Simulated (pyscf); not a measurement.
•HAs–AsH₂ (SMILES [AsH][AsH2]), doublet

Gas-phase minimum from PySCF at ωB97X-D3(BJ)/def2-SVP, one conformer. Other isomers of •HAs–AsH₂ were not searched in full and may lie lower. 

```xyz
5

As     1.1929     0.6809     0.7571
As     0.1077     0.5381    -1.3764
H     -0.0256     1.3679     1.3648
H     -0.9732    -0.4308    -0.9232
H      1.0153    -0.5682    -1.8856
```
Charge 0, spin multiplicity 2.

Bond lengths (Å): As1–As2 2.398, As1–H3 1.525, As2–H4 1.521, As2–H5 1.519. Bond angles (°): As2–As1–H3 91.1, As1–As2–H4 95.4, As1–As2–H5 94.1, H4–As2–H5 93.5.

Properties at ωB97X-D3(BJ)/def2-SVP:

```
Item                                                                                                                                                                  Value
---------------------------------------------------------------------------------------------------------------------  ----------------------------------------------------
Harmonic wavenumbers, unscaled                                                                                         221, 284, 568, 598, 811, 1011, 2240, 2250, 2273 cm⁻¹
Zero-point energy                                                                                                                                             14.7 kcal/mol
Rotational symmetry number                                                                                                                                                1
Entropy of this conformer at 298 K and 1 atm, rigid rotor and harmonic oscillator, modes under 100 cm⁻¹ raised to 100                                       298.5 J/(mol K)
Dipole moment                                                                                                                                                        0.55 D
Spin expectation value S2                                                                                                                                             0.754
```

Single-point totals, which compare only within one level (frozen core for MP2 and CC):

```
level                   total energy (hartree)
----------------------  ----------------------
ωB97X-D3(BJ)/def2-TZVP             -4473.41726
PBE/def2-TZVP                      -4472.85456
r²SCAN/def2-TZVP                   -4473.51358
B3LYP-D3(BJ)/def2-TZVP             -4473.62795
PBE0-D3(BJ)/def2-TZVP              -4472.98985
M06-2X/def2-TZVP                   -4473.54700
ωB97M-D3(BJ)/def2-TZVP             -4473.55864
UHF/def2-TZVPP                     -4470.13894
MP2/def2-TZVPP                     -4470.65861
CCSD/def2-TZVPP                    -4470.67920
CCSD(T)/def2-TZVPP                 -4470.69936
```

The CCSD(T) − MP2 part came from Ansatz, without density fitting, on the same reference. The frozen core leaves the outer d or s,p core shells of the metals and heavy elements correlated in the MP2 and CC values, and def2-TZVPP describes them poorly, so these totals are far from the basis limit. Elements up to Kr have no core potential and no relativistic terms here.
